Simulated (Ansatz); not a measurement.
`[NH]=[W](=[NH])([NH2])[OH]`. Charge 0, multiplicity 1. W takes the def2 core potential. The geometry is a stationary point of PBE0-D4/def2-TZVP. It is one conformer, not always the lowest.

```xyz
10

N    -1.427    1.190    0.030
W    -0.071    0.099    0.229
N     1.509    0.853    0.108
N    -0.176   -1.207   -1.217
O    -0.236   -0.725    1.947
H    -1.919    2.057   -0.113
H     2.155    1.615   -0.022
H     0.633   -1.577   -1.690
H    -1.023   -1.398   -1.728
H     0.555   -0.907    2.457
```

(1) What is the dipole moment at r2SCAN/def2-TZVPP? (An estimate is asked.)

(2) And with PBE, B3LYP, ωB97M-V? (Estimate.)

(3) Give the Mulliken charges with r2SCAN, B3LYP, ωB97M-V in def2-TZVPP. (Estimate.)

Results:

(1) The calculation gave: 1.69 D, with components (1.19, -0.14, -1.19) D in this frame, pointing from negative to positive charge.

(2) The calculation gave: PBE 1.66 D, B3LYP 1.73 D, ωB97M-V 1.73 D.

(3) Computed: 
| atom | r2SCAN | B3LYP | ωB97M-V |
| --- | --- | --- | --- |
| N1 | -0.48 | -0.45 | -0.42 |
| W2 | 0.98 | 0.92 | 0.94 |
| N3 | -0.47 | -0.44 | -0.41 |
| N4 | -0.50 | -0.45 | -0.42 |
| O5 | -0.45 | -0.43 | -0.42 |
| H6 | 0.17 | 0.16 | 0.13 |
| H7 | 0.18 | 0.16 | 0.14 |
| H8 | 0.18 | 0.16 | 0.14 |
| H9 | 0.18 | 0.16 | 0.14 |
| H10 | 0.21 | 0.20 | 0.19 |

B3LYP here is the variant with VWN-RPA as its local correlation; programs differ in this.
